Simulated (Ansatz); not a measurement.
Cl9GeHSi3 (`Cl[Si](Cl)(Cl)[GeH]([Si](Cl)(Cl)Cl)[Si](Cl)(Cl)Cl`), relaxed with RKS PBE-D4/def2-SVP in the Gaussian-basis code of Ansatz from a rough embedded geometry. The force threshold is 0.03 eV/Å; the program also tests the step.

Total charge 0; spin multiplicity 1.

Start:

```xyz
14

Cl    1.400   -0.603   -3.301
Si    1.407    0.507   -1.586
Cl    3.013   -0.072   -0.418
Cl    1.624    2.542   -2.036
Ge   -0.568    0.201   -0.394
Si   -0.755   -2.053    0.180
Cl   -2.516   -2.316    1.264
Cl   -0.781   -3.206   -1.523
Cl    0.913   -2.626    1.351
Si   -0.489    1.477    1.510
Cl   -2.273    1.189    2.569
Cl   -0.303    3.496    1.008
Cl    1.083    0.874    2.682
H    -1.753    0.589   -1.305
```

Problem. How much energy does the relaxation release, and in how many steps? (Best estimate.)

Solution. Ansatz gave: 12.92 kJ/mol, in 2 steps.

Problem. Which bonds change most? (Best estimate.)

Solution. The calculation gave: Ge5–Si10 from 2.294 to 2.382 Å; Si2–Ge5 from 2.327 to 2.383 Å; Ge5–Si6 from 2.333 to 2.384 Å; Si6–Cl9 from 2.117 to 2.067 Å.

Problem. Give the relaxed structure. (Best estimate.)

Solution. Ansatz gave: 
```xyz
14

Cl    1.440   -0.589   -3.364
Si    1.462    0.525   -1.621
Cl    3.064   -0.061   -0.456
Cl    1.668    2.528   -2.099
Ge   -0.570    0.196   -0.421
Si   -0.768   -2.101    0.183
Cl   -2.504   -2.408    1.264
Cl   -0.811   -3.271   -1.522
Cl    0.847   -2.661    1.345
Si   -0.523    1.517    1.560
Cl   -2.280    1.249    2.617
Cl   -0.326    3.519    1.078
Cl    1.075    0.946    2.739
H    -1.776    0.610   -1.305
```
